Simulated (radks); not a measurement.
Results of a calculation; reference values are marked as such.
All-electron atom: Dy3+ in [Xe] 4f9.

Code: a radial shooting solver on a logarithmic mesh with Libxc functionals. Model: Dirac Kohn-Sham, XLYP, spin-unpolarised, spherical densities, point nucleus; open shells are shared between the two j in proportion to 2j + 1.

Energy parts (hartree):
| part | energy |
|---|---|
| total | -12168.2768 |
| kinetic | 13351.2858 |
| electron-nucleus | -29931.6505 |
| Hartree | 4677.1818 |
| exchange-correlation | -265.0939 |

Orbitals (lengths in bohr, moments of r in powers of bohr; r(90%) holds 90 % of the orbital's charge):
orbital	occ.	eigenvalue (hartree)	r(90%)	<r^2>	small-component weight
1s1/2	2	-1971.411	0.0382	0.0006092	6.08e-02
2s1/2	2	-329.1059	0.139	0.009458	1.35e-02
2p1/2	2	-313.0396	0.123	0.006845	1.35e-02
2p3/2	4	-283.6182	0.132	0.008071	1.25e-02
3s1/2	2	-74.19772	0.344	0.06276	4.31e-03
3p1/2	2	-67.19454	0.336	0.05827	4.25e-03
3p3/2	4	-61.08587	0.355	0.06522	3.96e-03
3d3/2	4	-49.05560	0.327	0.05171	3.84e-03
3d5/2	6	-47.72192	0.332	0.05364	3.75e-03
4s1/2	2	-15.63401	0.761	0.3165	1.38e-03
4p1/2	2	-12.87144	0.786	0.3317	1.30e-03
4p3/2	4	-11.50075	0.829	0.3698	1.19e-03
4d3/2	4	-6.95211	0.904	0.4202	1.02e-03
4d5/2	6	-6.70315	0.920	0.4352	9.92e-04
5s1/2	2	-2.86763	1.83	1.826	2.95e-04
5p1/2	2	-2.09828	2.07	2.280	2.37e-04
5p3/2	4	-1.90840	2.21	2.584	2.11e-04
4f5/2	3.85714	-1.28705	1.37	0.8316	6.07e-04
4f7/2	5.14286	-1.25224	1.39	0.8586	5.94e-04

The highest occupied level is 4f7/2 at -34.075 eV. For comparison, the ionisation energy in NIST's Atomic Spectra Database is 41.2 eV (semi-empirical). In exact Kohn-Sham theory the highest level is minus the ionisation energy, but local and semilocal functionals leave it too shallow, through self-interaction and a potential that decays too fast; potentials with the right tail come closer. Summed over all electrons, <r^2> = 34.34 bohr^2, which gives a Langevin (diamagnetic) susceptibility term of -27.2 x 10^-6 cm^3/mol.

Run on one thread of a shared host, so times are rough (Intel(R) Xeon(R) Platinum 8259CL CPU @ 2.50GHz): 0.23 s of CPU time, 0.23 s wall, 14 iterations on 2501 mesh points.

Beside tabulated values, note that spin-unpolarised runs miss the spin-polarisation part of the exchange energy of open shells.
